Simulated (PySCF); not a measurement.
# Lu(68+): ionisation energy

Lu(68+) [He] 2s1 (2S) → Lu(69+) 1s2 (1S), as a difference of total energies. All numbers are calculated (PySCF 2.14, the spin-free X2C one-electron Hamiltonian (Gaussian nucleus), in an even-tempered Gaussian basis (18 s from 47 bohr⁻², ratio 2.2; 8 p from 71 bohr⁻², ratio 2.4; 5 d from 210 bohr⁻², ratio 2.4; 5 f from 320 bohr⁻², ratio 2.4; 4 g from 480 bohr⁻², ratio 2.4)). Correlated levels: nothing frozen; virtual orbitals above 40 to 60 times the deepest correlated orbital energy dropped. The calculations carry no spin-orbit coupling.

| method | ionisation energy (eV) |
| --- | --- |
| UHF | 17950.9 |
| LDA | 17938.8 |
| PBE | 17958.3 |
| PBE0 | 17956.5 |
| r2SCAN | 17947.1 |
| B97-3 | 17952.2 |
| B3LYP | 17955.8 |
| MP2 (all electrons) | 17951.2 |
| SCS-MP2 (all electrons) | 17951.1 |

For this ion Breit and QED terms and the two-electron picture change, all absent here, outweigh the differences among the correlated methods.

For comparison: 17928.05 ± 0.16 eV (theoretical estimate listed by NIST; NIST Atomic Spectra Database, ionization energies).
